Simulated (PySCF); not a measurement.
Hf(Cl)4(NH3) (Cl4H3HfN), SMILES [Hf]([Cl])([Cl])([Cl])(<-[NH3])[Cl], multiplicity 1.

The structure is a stationary point at PBE-D3(BJ)/def2-SVP. The multiplicity is an assumed one; other spin states were not compared. The def2 effective core potentials stand for the cores of Hf; spin–orbit coupling is left out.

The numbers are results of PBE/def2-TZVP run with PySCF, not measurements.

The molecule is in vacuum.

### Question
Estimate the frontier levels, gap, dipole moment and polarisability. (Estimate from the structure and the level; the computed values follow.)

### Answer

```yaml
highest_occupied_level: -7.48 eV
lowest_empty_level: -2.58 eV
orbital_gap: 4.90 eV
dipole_moment: 5.57 D
quadrupole, principal values (traceless, Buckingham form, about the centre of nuclear charge): -7.52, -7.52, 15.04 D·Å
mean_static_polarisability: 103.6 bohr³ (15.35 Å³)
polarisability_principal_values: 101.8, 101.8, 107.3 bohr³
```
